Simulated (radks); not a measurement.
Question: Valence configurations of the neon ion Ne+ (all share [He]). Calculated with a radial shooting solver on a logarithmic mesh with Libxc functionals: non-relativistic Kohn-Sham, SCAN, spin-polarised, spherical densities, point nucleus; open shells are filled with parallel spins first; meta-GGA in the generalised Kohn-Sham scheme. Order these by energy: 2s1.5 2p5.5; 2s1 2p6; 2s2 2p5.

Answer: From the lowest, in eV above it: 2s2 2p5 0.000; 2s1.5 2p5.5 12.398; 2s1 2p6 24.647. NIST lists [He] 2s2 2p5 as the ground configuration; this level of theory agrees among the configurations tried. The energies are those of spherical high-spin densities, not of single terms.
